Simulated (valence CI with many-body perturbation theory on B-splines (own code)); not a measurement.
**Ba XXV: calculated level list**

Calculated by configuration interaction combined with many-body perturbation theory (CI+MBPT): four valence electrons over a frozen Dirac-Fock core [Ar] 3d10, a basis of 11 s, 11 p, 9 d, 7 f, 5 g, 2 h, 1 i functions for each j, with the one-electron correlation potential Σ1, the two-electron term Σ2, the three-electron term Σ3, Breit, model QED; selected CI, second order for the rest (own B-spline code, finite nucleus).

No measured levels were compared; by estimate levels hold to about 250 cm⁻¹ or 0.2 % of their energy and the worst to 1 %, as in measured heavy ions of charge 2 to 7; those with d or f electrons hold less well.

Levels 1 to 45 of 71, with energies above the lowest level, (4s^2 4p1/2^2) J=0. "Leading %" is the weight of the configuration and term that name the level; weights of strongly mixed levels are sums over their largest components and can fall short. In the jj column 3d3/2^4 stands for four electrons in 3d with j = 3/2. Lifetimes count E1, E2, E3, M1 and M2 decay at the calculated energies, and are blank where another channel may lead or the interval is too uncertain; long ones can be off by a factor of two.

```tsv
No.	Configuration	Term	J	E (eV)	Leading %	Lifetime	g	Leading jj
1	4s²4p²	³P	0	0.00	76			4s^2 4p1/2^2 (98 %)
2	4s²4p²	³P	1	17.79	99	24.6 μs	1.499	4s^2 4p1/2 4p3/2 (99 %)
3	4s²4p²	¹D	2	20.44	56	2.61 ms	1.215	4s^2 4p1/2 4p3/2 (98 %)
4	4s²4p²	³P	2	40.24	56	11.5 μs	1.282	4s^2 4p3/2^2 (97 %)
5	4s²4p²	¹S	0	46.44	75	6.34 μs		4s^2 4p3/2^2 (97 %)
6	4s4p³	⁵S°	2	70.87	57	216 ps	1.740	4s 4p1/2^2 4p3/2 (84 %)
7	4s4p³	³D°	1	80.39	53	22.4 ps	0.904	4s 4p1/2^2 4p3/2 (82 %)
8	4s4p³	³D°	2	88.17	54	94.7 ps	1.447	4s 4p1/2 4p3/2^2 (85 %)
9	4s4p³	³D°	3	92.93	94	98.5 ps	1.331	4s 4p1/2 4p3/2^2 (94 %)
10	4s4p³	³P°	0	98.41	95	27.1 ps		4s 4p1/2 4p3/2^2 (95 %)
11	4s4p³	³P°	1	100.63	54	16.1 ps	1.276	4s 4p1/2 4p3/2^2 (85 %)
12	4s4p³	¹D°	2	100.82	46	22.0 ps	1.112	4s 4p1/2 4p3/2^2 (68 %)
13	4s4p³	³S°	1	106.33	44	5.26 ps	1.491	4s 4p1/2 4p3/2^2 (83 %)
14	4s²4p4d	³F°	2	111.70	71	28.6 ps	0.828	4s^2 4p1/2 4d3/2 (76 %)
15	4s4p³	³P°	2	117.28	39	20.2 ps	1.243	4s 4p3/2^3 (67 %)
16	4s²4p4d	³F°	3	119.41	78	17.3 ps	1.104	4s^2 4p1/2 4d5/2 (83 %)
17	4s²4p4d	³D°	1	121.96	47	2.67 ps	0.846	4s^2 4p1/2 4d3/2 (89 %)
18	4s²4p4d	³P°	2	122.14	50	4.58 ps	1.289	4s^2 4p1/2 4d5/2 (84 %)
19	4s4p³	¹P°	1	127.58	44	4.67 ps	1.280	4s 4p3/2^3 (73 %)
20	4s²4p4d	³F°	4	135.10	98	26.0 μs	1.249	4s^2 4p3/2 4d5/2 (98 %)
21	4s²4p4d	³D°	2	137.23	39	3.17 ps	1.029	4s^2 4p3/2 4d3/2 (75 %)
22	4s²4p4d	³P°	0	138.66	94	3.68 ps		4s^2 4p3/2 4d3/2 (94 %)
23	4s²4p4d	³D°	3	139.46	57	2.98 ps	1.219	4s^2 4p3/2 4d3/2 (62 %)
24	4s²4p4d	³P°	1	140.30	64	3.29 ps	1.226	4s^2 4p3/2 4d3/2 (77 %)
25	4s²4p4d	³P°	2	142.94	44	3.95 ps	1.300	4s^2 4p3/2 4d5/2 (72 %)
26	4s²4p4d	¹F°	3	148.67	70	2.80 ps	1.090	4s^2 4p3/2 4d5/2 (72 %)
27	4s²4p4d	¹P°	1	151.11	74	3.79 ps	0.965	4s^2 4p3/2 4d5/2 (82 %)
28	4p⁴	³P	2	155.93	55	16.9 ps	1.345	4p1/2^2 4p3/2^2 (78 %)
29	4s4p²4d	⁵F	1	162.83	65	95.4 ps	0.295	4s 4p1/2^2 4d3/2 (82 %)
30	4p⁴	¹S	0	163.32	44	10.9 ps		4p1/2^2 4p3/2^2 (83 %)
31	4s4p²4d	⁵F	2	165.03	49	35.8 ps	1.165	4s 4p1/2^2 4d3/2 (57 %)
32	4s4p²4d	⁵F	3	169.61	36	24.1 ps	1.373	4s 4p1/2^2 4d5/2 (72 %)
33	4p⁴	³P	1	174.35	60	17.0 ps	1.409	4p1/2 4p3/2^3 (60 %)
34	4p⁴	¹D	2	176.04	46	23.2 ps	1.142	4p1/2 4p3/2^3 (62 %)
35	4s4p²4d	⁵D	0	177.69	90	134 ps		4s 4p1/2 4p3/2 4d3/2 (94 %)
36	4s4p²4d	³F	2	177.98	54	23.1 ps	0.923	4s 4p1/2 4p3/2 4d3/2 (45 %)
37	4s4p²4d	⁵D	1	178.97	66	22.6 ps	1.355	4s 4p1/2 4p3/2 4d3/2 (68 %)
38	4s4p²4d	⁵F	3	179.21	46	44.6 ps	1.233	4s 4p1/2 4p3/2 4d3/2 (78 %)
39	4s4p²4d	⁵F	2	179.48	28	10.2 ps	1.198	4s 4p1/2 4p3/2 4d3/2 (39 %)
40	4s4p²4d	⁵F	4	180.42	72	831 ps	1.357	4s 4p1/2 4p3/2 4d5/2 (80 %)
41	4s4p²4d	⁵D	4	182.64	41	383 ps	1.334	4s 4p1/2 4p3/2 4d3/2 (51 %)
42	4s4p²4d	⁵F	5	185.74	68	346 ps	1.335	4s 4p1/2 4p3/2 4d5/2 (86 %)
43	4s4p²4d	³F	2	186.69	39	10.6 ps	1.111	4s 4p1/2 4p3/2 4d5/2 (58 %)
44	4s4p²4d	⁵P	3	187.19	48	5.31 ps	1.387	4s 4p1/2 4p3/2 4d5/2 (61 %)
45	4s4p²4d	⁵P	2	190.14	60	3.30 ps	1.654	4s 4p1/2 4p3/2 4d3/2 (60 %)
```

The ionisation energy to 4s²4p ²P°1/2 of the next ion comes out as 809.87 eV (NIST: 809 ± 4 eV (theoretical)). All 71 levels together are meant to be complete up to 211.67 eV.
